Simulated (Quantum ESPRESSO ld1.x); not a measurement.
Values are calculated unless marked as measured or tabulated.
The promethium ion Pm27+, 34 electrons, occupied as [Ar] 3d10 4s2 4p4. Level of theory: Dirac Kohn-Sham, PBE, spin-unpolarised, spherical densities, point nucleus; open shells are shared between the two j in proportion to 2j + 1 (ld1.x of Quantum ESPRESSO 7.5).

Unscreened Slater integrals over Kohn-Sham orbitals (eV). Large and small components are both included.

integral          value
F0(4p3/2,4p3/2)  43.849
F2(4p3/2,4p3/2)  22.958
F0(4p3/2,4p1/2)  44.569
G2(4p3/2,4p1/2)  23.131
F0(4p3/2,4s1/2)  44.627
G1(4p3/2,4s1/2)  30.211
F0(4p3/2,3d5/2)  55.765
F2(4p3/2,3d5/2)  15.634
G1(4p3/2,3d5/2)  5.0822
G3(4p3/2,3d5/2)  5.1044
F0(4p3/2,3d3/2)  55.924
F2(4p3/2,3d3/2)  15.463
G1(4p3/2,3d3/2)  5.0671
G3(4p3/2,3d3/2)  5.0477
F0(4p1/2,4p1/2)  45.345
F0(4p1/2,4s1/2)  45.400
G1(4p1/2,4s1/2)  30.700
F0(4p1/2,3d5/2)  57.335
G3(4p1/2,3d5/2)  5.3661
F0(4p1/2,3d3/2)  57.503
G1(4p1/2,3d3/2)  5.3355
F0(4s1/2,4s1/2)  45.478
F0(4s1/2,3d5/2)  57.211
G2(4s1/2,3d5/2)  5.2802
F0(4s1/2,3d3/2)  57.367
G2(4s1/2,3d3/2)  5.2298
F0(3d5/2,3d5/2)  105.76
F2(3d5/2,3d5/2)  53.755
F4(3d5/2,3d5/2)  34.547
F0(3d5/2,3d3/2)  106.61
F2(3d5/2,3d3/2)  54.044
G2(3d5/2,3d3/2)  53.455
G4(3d5/2,3d3/2)  34.346
F0(3d3/2,3d3/2)  107.48
F2(3d3/2,3d3/2)  54.365
